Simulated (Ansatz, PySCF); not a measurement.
In(Me)(OH)2 (CH5InO2), SMILES [CH3][In]([OH])[OH].

The structure is a stationary point at B3LYP-D3(BJ)/def2-SVP. The def2 effective core potentials stand for the cores of In; spin–orbit coupling is left out. The values are those of a single conformer.

Vertical ionisation energy (IE) and electron affinity (EA) in eV. Rows of orbital energies are one-electron estimates. Where ΔSCF, EOM or ADC give a negative EA the extra electron is unbound and the value depends on the basis.

```json
[
 {"level": "−ε(HOMO), −ε(LUMO), B3LYP/def2-TZVP (PySCF)", "IE": "7.76", "EA": "1.48"},
 {"level": "−ε(HOMO), −ε(LUMO), PBE/def2-TZVP (PySCF)", "IE": "6.38", "EA": "2.00"},
 {"level": "ΔSCF, CAM-B3LYP/def2-SVPD (Ansatz), final states of multiplicity 2 and 2", "IE": "10.59", "EA": "-0.05"},
 {"level": "ΔSCF, PBE/def2-SVPD (Ansatz), final states of multiplicity 2 and 2", "IE": "9.77", "EA": "0.10"}
]
```

Task: What vertical singlet–triplet gap does ΔSCF give with CAM-B3LYP/def2-SVPD (Ansatz, a quantum-chemistry and plane-wave program) and with PBE/def2-SVPD (Ansatz)? (The exact figures need the calculation; the answer reports its results.)

Result: 5.22 and 4.51 eV (triplet above singlet where positive).
